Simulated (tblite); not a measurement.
C₅H₅FSe.
Numbering: `[F:1][CH2:2][c:3]1[cH:4][cH:5][cH:6][se:7]1` (hydrogens: H8, H9 on C2; H10 on C4; H11 on C5; H12 on C6)

Computed with GFN2-xTB (tblite), gas phase: L-BFGS steps from a force-field or distance-geometry start until the largest atomic force falls under 0.01 eV/Å.

The end geometry, which sets the zero of energy:
```
atom  x, y, z in Å
F1     -2.4711   -0.3075    1.2330
C2     -2.0032    0.1724    0.0248
C3     -0.5129    0.2131    0.0101
C4      0.3187   -0.8232   -0.2877
C5      1.6984   -0.5288   -0.1894
C6      1.9793    0.7433    0.1918
Se7     0.4506    1.7451    0.4890
H8     -2.3890   -0.5069   -0.7434
H9     -2.4391    1.1700   -0.0975
H10    -0.0488   -1.7931   -0.5789
H11     2.4620   -1.2574   -0.4033
H12     2.9563    1.1723    0.3254
```

Task: These geometries come from the run, each turned onto the end geometry. Order them by energy, lowest first.
A.
```
atom  x, y, z in Å
F1     -2.4993   -0.3477    1.2230
C2     -2.0276    0.1432    0.0185
C3     -0.5329    0.2531    0.0345
C4      0.3269   -0.7630   -0.2603
C5      1.6811   -0.4839   -0.1776
C6      2.0340    0.7761    0.2002
Se7     0.4911    1.7785    0.5085
H8     -2.3981   -0.5498   -0.7674
H9     -2.5101    1.1148   -0.1280
H10    -0.0450   -1.7350   -0.5504
H11     2.4017   -1.2614   -0.4172
H12     3.0792    1.0746    0.2902
```
B.
```
atom  x, y, z in Å
F1     -2.4892   -0.3415    1.2422
C2     -2.0543    0.1201    0.0148
C3     -0.5609    0.2502    0.0466
C4      0.2955   -0.7478   -0.2611
C5      1.7043   -0.4743   -0.1712
C6      2.0754    0.7726    0.1981
Se7     0.4456    1.7890    0.5110
H8     -2.4085   -0.5525   -0.7987
H9     -2.4942    1.1056   -0.1304
H10    -0.0389   -1.7233   -0.5455
H11     2.3914   -1.2592   -0.4178
H12     3.1351    1.0603    0.2858
```
C.
```
atom  x, y, z in Å
F1     -2.4978   -0.3473    1.2074
C2     -2.0095    0.1651    0.0191
C3     -0.5120    0.2606    0.0281
C4      0.3103   -0.7835   -0.2667
C5      1.6968   -0.5089   -0.1857
C6      2.0097    0.7505    0.1929
Se7     0.5021    1.7786    0.5077
H8     -2.3687   -0.5399   -0.7369
H9     -2.5136    1.1265   -0.1215
H10    -0.0518   -1.7515   -0.5563
H11     2.4220   -1.2588   -0.4147
H12     3.0138    1.1079    0.3005
```
D.
```
atom  x, y, z in Å
F1     -2.4690   -0.3193    1.2259
C2     -1.9955    0.1691    0.0242
C3     -0.5081    0.2314    0.0222
C4      0.3119   -0.8118   -0.2798
C5      1.6931   -0.5271   -0.1906
C6      1.9846    0.7425    0.1898
Se7     0.4632    1.7576    0.4969
H8     -2.3492   -0.5203   -0.7496
H9     -2.4606    1.1504   -0.1054
H10    -0.0776   -1.7734   -0.5689
H11     2.4436   -1.2649   -0.4103
H12     2.9648    1.1649    0.3196
```
E.
```
atom  x, y, z in Å
F1     -2.4739   -0.3273    1.2267
C2     -2.0049    0.1715    0.0258
C3     -0.5139    0.2418    0.0271
C4      0.3085   -0.8005   -0.2789
C5      1.6920   -0.5288   -0.1899
C6      1.9912    0.7400    0.1896
Se7     0.4755    1.7586    0.4976
H8     -2.3332   -0.5283   -0.7532
H9     -2.4848    1.1485   -0.1100
H10    -0.0766   -1.7656   -0.5633
H11     2.4462   -1.2675   -0.4137
H12     2.9751    1.1569    0.3161
```

Result: D (0.004 eV), E (0.008 eV), C (0.040 eV), A (0.122 eV), B (0.268 eV).

In the order of the answer:

```csv
step,E above end (eV),largest force (eV/Å),rms force component (eV/Å),rms distance from end (Å),rms bond change (Å),bond most changed (Å)
15,0.004,0.08,0.029,0.023,0.001,C6–Se7 +0.003
11,0.008,0.13,0.042,0.032,0.001,C5–H11 +0.002
6,0.040,0.43,0.138,0.054,0.006,C3–Se7 +0.015
3,0.122,1.28,0.357,0.074,0.014,C4–C5 -0.029
2,0.268,1.11,0.393,0.094,0.031,C6–Se7 +0.094
```

The cost below is that of the whole relaxation. Hardware: an Arm Neoverse N1 with one thread, shared host with 64 logical CPUs at a one-minute load of 59. Cost: 0.22 s wall.
